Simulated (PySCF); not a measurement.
Polarisability and C₆ of Tc (technetium, neutral)

[Kr] 4d7, high-spin 4F determinant (an excited configuration). Calculation: PySCF 2.14, in aug-cc-pVTZ-PP with one added diffuse shell each of s, p, d, f, g type with ECP28MDF (7s7p6d4f3g, 113 functions); a scalar-relativistic core potential. Coupled (time-dependent) response in atomic units; α is the mean over directions.

```tsv
method	mean α (bohr³)	α xx, yy, zz	C₆ (like pair)	S(−4)
B3LYP	60.95	61.18, 61.18, 60.50	474.4	6419
```

S(−4) is the Cauchy moment in α(ω) = α(0) + S(−4) ω² + …

Spin-orbit coupling is absent.

α(iu) at B3LYP:

```tsv
u (hartree)	α(iu) (bohr³)
0	60.95
0.0500	50.46
0.100	38.32
0.200	25.06
0.300	18.38
0.500	11.68
0.750	7.716
1.00	5.568
1.50	3.345
2.00	2.238
3.00	1.194
5.00	0.4927
```

A single London oscillator, α(iu) = α/(1 + u²/ω²), gives C₆ = (3/4) ω α². Matching the computed C₆ needs ω = 4 × 474.4 / (3 × 60.95²) = 0.170 hartree.

The components differ because the open shell of this determinant is not spherical; for a pure term their mean is the scalar polarisability.

Energies and moments cover only the electrons outside the core potential.
